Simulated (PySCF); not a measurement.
PySCF input file for C₃H₃, SMILES C#C[CH2], multiplicity 2, TDA-M06-2X/def2-SVPD. The structure is a stationary point at ωB97X-D3(BJ)/def2-TZVP. The isomer is the one that the SMILES or the coordinates give; other isomers of the formula were not compared.

```python
import numpy as np
from pyscf import gto, scf, dft, tdscf

mol = gto.M(
    atom='''
    C     0.00000000   -0.00000000    1.33647189
    C    -0.00000000    0.00000000    0.11855529
    C     0.00000000   -0.00000000   -1.25403902
    H    -0.00000000    0.00000000    2.40175819
    H     0.00000000   -0.93251753   -1.80384358
    H     0.00000000    0.93251753   -1.80384358
    ''',
    basis='def2-SVPD',
    charge=0,
    spin=1,
    max_memory=1600,
    verbose=4,
)
mf = dft.UKS(mol, xc='m06-2x').density_fit(auxbasis='def2-universal-jkfit')
mf.grids.level = 4
mf.conv_tol = 1e-9
mf.max_cycle = 100
mf.kernel()
fine, coarse = mf.grids, dft.Grids(mol).set(level=1).build(with_non0tab=True)
for _ in range(3):  # follow internal instabilities
    mf.grids = coarse
    mo, _, stable, _ = mf.stability(return_status=True, nroots=4)
    mf.grids = fine
    if stable:
        break
    mf.kernel(mf.make_rdm1(mo, mf.mo_occ))
mf.grids = dft.Grids(mol).set(level=2).build(with_non0tab=True)  # coarser grid for the response kernel
td = tdscf.TDA(mf)
td.nstates = 10
td.conv_tol = 1e-4
td.kernel(x0=td.get_init_guess(mf, 15))
td.analyze()
```

Log of the run:

```
PySCF version 2.14.0

[INPUT] verbose = 4
[INPUT] num. atoms = 6
[INPUT] num. electrons = 21
[INPUT] charge = 0
[INPUT] spin (= nelec alpha-beta = 2S) = 1
[INPUT] symmetry False subgroup None
[INPUT] Mole.unit = angstrom
[INPUT] Symbol           X                Y                Z      unit          X                Y                Z       unit  Magmom
[INPUT]  1 C      0.000000000000   0.000000000000   1.336471890000 AA    0.000000000000   0.000000000000   2.525565845280 Bohr   0.0
[INPUT]  2 C      0.000000000000   0.000000000000   0.118555290000 AA    0.000000000000   0.000000000000   0.224037028718 Bohr   0.0
[INPUT]  3 C      0.000000000000   0.000000000000  -1.254039020000 AA    0.000000000000   0.000000000000  -2.369790297318 Bohr   0.0
[INPUT]  4 H      0.000000000000   0.000000000000   2.401758190000 AA    0.000000000000   0.000000000000   4.538665196531 Bohr   0.0
[INPUT]  5 H      0.000000000000  -0.932517530000  -1.803843580000 AA    0.000000000000  -1.762202738056  -3.408770337755 Bohr   0.0
[INPUT]  6 H      0.000000000000   0.932517530000  -1.803843580000 AA    0.000000000000   1.762202738056  -3.408770337755 Bohr   0.0

nuclear repulsion = 53.4202994257278
number of shells = 36
number of NR pGTOs = 120
number of NR cGTOs = 84
basis = def2-SVPD
ecp = {}


[settings echo left out]
init E= -116.187071188501
  alpha nocc = 11  HOMO = -0.187392991304704  LUMO = -0.00290123910383633
  beta  nocc = 10  HOMO = -0.314338171885451  LUMO = -0.187392991304705

WARN: HOMO -0.187392991304704 >= LUMO -0.187392991304705

cycle= 1 E= -115.840463323953  delta_E= 0.347  |g|= 0.147  |ddm|= 4.44
  alpha nocc = 11  HOMO = -0.246428156378524  LUMO = 0.0355896067383568
  beta  nocc = 10  HOMO = -0.312303285332437  LUMO = -0.0652492126007749
  HOMO = -0.246428156379  LUMO = -0.0652492126008  gap/eV = 4.93013
cycle= 2 E= -115.851697276479  delta_E= -0.0112  |g|= 0.0865  |ddm|= 0.591
  alpha nocc = 11  HOMO = -0.261653157405258  LUMO = 0.0353411287125156
  beta  nocc = 10  HOMO = -0.345805303975816  LUMO = -0.0709493796676717
  HOMO = -0.261653157405  LUMO = -0.0709493796677  gap/eV = 5.18931
cycle= 3 E= -115.856045634984  delta_E= -0.00435  |g|= 0.0329  |ddm|= 0.186
  alpha nocc = 11  HOMO = -0.264945086909814  LUMO = 0.0355354179526088
  beta  nocc = 10  HOMO = -0.339468470140451  LUMO = -0.0669780113579317
  HOMO = -0.26494508691  LUMO = -0.0669780113579  gap/eV = 5.38696
cycle= 4 E= -115.856858118197  delta_E= -0.000812  |g|= 0.0108  |ddm|= 0.123
  alpha nocc = 11  HOMO = -0.263674434036214  LUMO = 0.0361303699327746
  beta  nocc = 10  HOMO = -0.337684761553454  LUMO = -0.0619098271291998
  HOMO = -0.263674434036  LUMO = -0.0619098271292  gap/eV = 5.49029
cycle= 5 E= -115.857003773805  delta_E= -0.000146  |g|= 0.00807  |ddm|= 0.0481
  alpha nocc = 11  HOMO = -0.264764311203094  LUMO = 0.0360185760413945
  beta  nocc = 10  HOMO = -0.337479516388616  LUMO = -0.0609551820942329
  HOMO = -0.264764311203  LUMO = -0.0609551820942  gap/eV = 5.54593
cycle= 6 E= -115.857067948459  delta_E= -6.42e-05  |g|= 0.00386  |ddm|= 0.0189
  alpha nocc = 11  HOMO = -0.265920328302209  LUMO = 0.0359481015965533
  beta  nocc = 10  HOMO = -0.337720054152164  LUMO = -0.06059233078195
  HOMO = -0.265920328302  LUMO = -0.060592330782  gap/eV = 5.58726
cycle= 7 E= -115.857089496415  delta_E= -2.15e-05  |g|= 0.00109  |ddm|= 0.0134
  alpha nocc = 11  HOMO = -0.265870329540524  LUMO = 0.0359454527026379
  beta  nocc = 10  HOMO = -0.3374949696931  LUMO = -0.0602816824970764
  HOMO = -0.265870329541  LUMO = -0.0602816824971  gap/eV = 5.59435
cycle= 8 E= -115.857091981232  delta_E= -2.48e-06  |g|= 0.000278  |ddm|= 0.00418
  alpha nocc = 11  HOMO = -0.265895412284765  LUMO = 0.0359393919729367
  beta  nocc = 10  HOMO = -0.337497702419156  LUMO = -0.0603120004812197
  HOMO = -0.265895412285  LUMO = -0.0603120004812  gap/eV = 5.59421
cycle= 9 E= -115.857092289815  delta_E= -3.09e-07  |g|= 6.83e-05  |ddm|= 0.00187
  alpha nocc = 11  HOMO = -0.265890398868149  LUMO = 0.0359367071027781
  beta  nocc = 10  HOMO = -0.337482487432494  LUMO = -0.0603131618502326
  HOMO = -0.265890398868  LUMO = -0.0603131618502  gap/eV = 5.59404
cycle= 10 E= -115.857092303124  delta_E= -1.33e-08  |g|= 1.19e-05  |ddm|= 0.000486
  alpha nocc = 11  HOMO = -0.265889076418319  LUMO = 0.035936351956753
  beta  nocc = 10  HOMO = -0.337481277151928  LUMO = -0.0603118880093172
  HOMO = -0.265889076418  LUMO = -0.0603118880093  gap/eV = 5.59404
cycle= 11 E= -115.857092303435  delta_E= -3.11e-10  |g|= 3.72e-06  |ddm|= 8.59e-05
  alpha nocc = 11  HOMO = -0.265889326498053  LUMO = 0.0359361570435177
  beta  nocc = 10  HOMO = -0.337480649800878  LUMO = -0.0603118184652907
  HOMO = -0.265889326498  LUMO = -0.0603118184653  gap/eV = 5.59405
Extra cycle  E= -115.857092303459  delta_E= -2.37e-11  |g|= 2.07e-06  |ddm|= 1.94e-05
converged SCF energy = -115.857092303459  <S^2> = 0.772854  2S+1 = 2.0227249
tot grids = 22960
uhf_internal: lowest eigs of H = [0.23096716 0.24393905 0.35372344 0.36617571]
<class 'pyscf.df.df_jk.DFUKS'> wavefunction is stable in the internal stability analysis
tot grids = 49744


******** <class 'pyscf.tdscf.uks.TDA'> for <class 'pyscf.df.df_jk.DFUKS'> ********
nstates = 10
deg_eia_thresh = 1.000e-03
wfnsym = None
conv_tol = 0.0001
eigh lindep = 1e-12
eigh level_shift = 0
eigh max_cycle = 100


Excitation energies (eV)
[3.21304031 4.26046281 4.78603851 5.67274472 5.95348143 6.62187406
 6.64676442 7.15073779 7.21087454 7.40769874]

** Excitation energies and oscillator strengths **
Excited State   1:      3.21304 eV    385.88 nm  f=0.0000
      10b ->   11b     -0.98686
Excited State   2:      4.26046 eV    291.01 nm  f=0.0324
      10a ->   13a      0.16642
      11a ->   16a     -0.31329
       9b ->   11b     -0.91145
Excited State   3:      4.78604 eV    259.05 nm  f=0.0000
       9a ->   13a      0.11973
      11a ->   13a     -0.97612
Excited State   4:      5.67274 eV    218.56 nm  f=0.0012
      11a ->   12a      0.97048
      11a ->   14a     -0.14219
      11a ->   15a      0.10736
Excited State   5:      5.95348 eV    208.25 nm  f=0.0037
      10a ->   13a     -0.58731
      11a ->   16a      0.11254
       9b ->   11b     -0.13865
      10b ->   14b      0.74029
Excited State   6:      6.62187 eV    187.23 nm  f=0.0811
      10a ->   13a     -0.46341
      11a ->   16a     -0.82123
       9b ->   11b      0.18891
      10b ->   14b     -0.20051
Excited State   7:      6.64676 eV    186.53 nm  f=0.0219
       9a ->   12a      0.12569
      11a ->   12a     -0.14447
      11a ->   14a     -0.96884
Excited State   8:      7.15074 eV    173.39 nm  f=0.0000
       8b ->   11b     -0.38939
       9b ->   14b      0.85164
       9b ->   27b      0.10822
      10b ->   16b      0.26332
Excited State   9:      7.21087 eV    171.94 nm  f=0.0035
       9a ->   14a      0.10230
      11a ->   15a      0.97327
Excited State  10:      7.40770 eV    167.37 nm  f=0.0000
      10a ->   16a     -0.26399
      11a ->   17a      0.10188
       8b ->   11b      0.79799
       9b ->   14b      0.41887
      10b ->   16b     -0.24140

** Transition electric dipole moments (AU) **
state          X           Y           Z        Dip. S.      Osc.
  1        -0.0000     -0.0000      0.0000      0.0000      0.0000
  2        -0.0000      0.0000      0.5567      0.3100      0.0324
  3         0.0000     -0.0000     -0.0000      0.0000      0.0000
  4         0.0915     -0.0000      0.0000      0.0084      0.0012
  5        -0.0000      0.0000      0.1595      0.0254      0.0037
  6        -0.0000     -0.0000     -0.7070      0.4999      0.0811
  7         0.3671     -0.0000     -0.0000      0.1348      0.0219
  8        -0.0000      0.0000     -0.0000      0.0000      0.0000
  9        -0.1403     -0.0000     -0.0000      0.0197      0.0035
 10        -0.0000      0.0000     -0.0000      0.0000      0.0000

** Transition velocity dipole moments (imaginary part, AU) **
state          X           Y           Z        Dip. S.      Osc.
  1        -0.0000     -0.0000      0.0000      0.0000      0.0000
  2        -0.0000      0.0000      0.0164      0.0003      0.0011
  3         0.0000     -0.0000     -0.0000      0.0000      0.0000
  4         0.0394     -0.0000      0.0000      0.0016      0.0050
  5        -0.0000      0.0000      0.0129      0.0002      0.0005
  6        -0.0000     -0.0000     -0.0994      0.0099      0.0270
  7         0.1306      0.0000     -0.0000      0.0170      0.0465
  8        -0.0000      0.0000     -0.0000      0.0000      0.0000
  9        -0.0334     -0.0000     -0.0000      0.0011      0.0028
 10        -0.0000      0.0000     -0.0000      0.0000      0.0000

** Transition magnetic dipole moments (imaginary part, AU) **
state          X           Y           Z
  1         0.0000      0.0000      0.6311
  2        -0.0000     -0.0000     -0.0000
  3         0.0000      0.0000      0.2560
  4         0.0000      0.6347     -0.0000
  5        -0.0000     -0.0000     -0.0000
  6         0.0000      0.0000      0.0000
  7         0.0000     -0.0973     -0.0000
  8         0.0000      0.0000     -0.4420
  9         0.0000      0.1816     -0.0000
 10         0.0000      0.0000      0.5303
```

The run converged.

Cost: about 110 core-seconds (a rough figure).
